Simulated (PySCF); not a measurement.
## Kr⁺: ionisation energy

Kr⁺ [Ar] 3d10 4s2 4p5 (2P) → Kr²⁺ [Ar] 3d10 4s2 4p4 (3P), as a difference of total energies. All numbers are calculated (PySCF 2.14, the spin-free X2C one-electron Hamiltonian (Gaussian nucleus), in x2c-QZVPPall with one added diffuse shell each of s, p, d, f type (12s9p6d5f1g, 113 functions)). Correlated levels: valence: [Ar] 3d10 frozen; valence and next inner shell: [Ne] frozen. The calculations carry no spin-orbit coupling.

```json
{"method": "UHF", "ionisation energy (eV)": "23.228", "plus first-order spin-orbit estimate": "23.204", "error of that sum (eV)": "-1.156"}
{"method": "LDA", "ionisation energy (eV)": "24.622", "plus first-order spin-orbit estimate": "24.599", "error of that sum (eV)": "+0.239"}
{"method": "PBE", "ionisation energy (eV)": "24.305", "plus first-order spin-orbit estimate": "24.281", "error of that sum (eV)": "-0.079"}
{"method": "PBE0", "ionisation energy (eV)": "24.343", "plus first-order spin-orbit estimate": "24.319", "error of that sum (eV)": "-0.041"}
{"method": "r2SCAN", "ionisation energy (eV)": "24.422", "plus first-order spin-orbit estimate": "24.399", "error of that sum (eV)": "+0.039"}
{"method": "MN15", "ionisation energy (eV)": "24.242", "plus first-order spin-orbit estimate": "24.219", "error of that sum (eV)": "-0.141"}
{"method": "CAM-B3LYP", "ionisation energy (eV)": "24.472", "plus first-order spin-orbit estimate": "24.448", "error of that sum (eV)": "+0.088"}
{"method": "M06-L", "ionisation energy (eV)": "24.110", "plus first-order spin-orbit estimate": "24.087", "error of that sum (eV)": "-0.273"}
{"method": "ROHF", "ionisation energy (eV)": "23.244", "plus first-order spin-orbit estimate": "23.221", "error of that sum (eV)": "-1.139"}
{"method": "MP2 (valence)", "ionisation energy (eV)": "24.187", "plus first-order spin-orbit estimate": "24.164", "error of that sum (eV)": "-0.196"}
{"method": "SCS-MP2 (valence)", "ionisation energy (eV)": "24.205", "plus first-order spin-orbit estimate": "24.181", "error of that sum (eV)": "-0.179"}
{"method": "MP2 (valence and next inner shell)", "ionisation energy (eV)": "24.308", "plus first-order spin-orbit estimate": "24.285", "error of that sum (eV)": "-0.075"}
{"method": "SCS-MP2 (valence and next inner shell)", "ionisation energy (eV)": "24.288", "plus first-order spin-orbit estimate": "24.265", "error of that sum (eV)": "-0.095"}
```

Reference: 24.360 eV (measured; NIST Atomic Spectra Database, ionization energies).

A first-order spin-orbit estimate (lowest level to lowest level, LS coupling) adds -0.023 eV.

Errors of the correlated levels include the incompleteness of this basis and the frozen core.
